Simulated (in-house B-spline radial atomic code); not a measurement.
Ionising Rh with different functionals

Computed with a radial B-spline atomic code at the basis-set limit: scalar-relativistic (spin-free X2C) Hamiltonian, Fermi nucleus of rms radius 4.4945 fm, spin-polarised at highest spin, spherical fractional occupations for the functionals, the average over the highest-spin determinants for Hartree-Fock. The ionisation energy is the difference of two self-consistent energies, [Kr] 4d8 5s1 → [Kr] 4d8, without Breit or QED terms; ε is the level of the shell that loses the electron (its least bound occupied spin orbital). There is no spin-orbit coupling in this Hamiltonian.

Hybrids are left out here: with spherical fractional occupations of an open shell their exact exchange keeps a self-interaction that integer-occupation calculations don't have.

| method | rung | ΔSCF (eV) | -ε(5s) (eV) |
| --- | --- | --- | --- |
| Hartree-Fock | Hartree-Fock | 6.32 | 6.48 |
| LDA VWN5 | LDA | 8.12 | 4.98 |
| LDA PW92 | LDA | 8.12 | 4.97 |
| LDA exchange-only | LDA | 7.35 | 4.30 |
| PBE | GGA | 7.85 | 4.76 |
| PBEsol | GGA | ? | ? |
| BLYP | GGA | 7.82 | 4.63 |
| RPBE | GGA | 7.73 | 4.67 |
| PW91 | GGA | 7.92 | 4.83 |
| BP86 | GGA | 8.01 | 4.92 |
| AM05 | GGA | ? | ? |
| OLYP | GGA | 7.46 | 4.39 |
| TPSS | meta-GGA | 7.64 | 4.69 |
| SCAN | meta-GGA | 7.95 | 5.22 |
| r2SCAN | meta-GGA | 7.74 | 5.00 |
| revTPSS | meta-GGA | 7.63 | 4.70 |

Q: What does AM05 give?

A: ΔSCF 7.82 eV, and -ε(5s) = 4.75 eV.

Q: What does PBEsol give?

A: ΔSCF 7.87 eV, and -ε(5s) = 4.80 eV.

Q: How do they compare with the NIST value?

A: NIST lists 7.459 eV (measured, ground level to ground level). Errors run from -1.14 to +0.67 eV; OLYP is closest (+0.00 eV), but part of that can be cancellation, since the calculations leave out spin-orbit coupling, Breit-QED terms, multiplet and fine-structure energies. Hartree-Fock also lacks correlation.
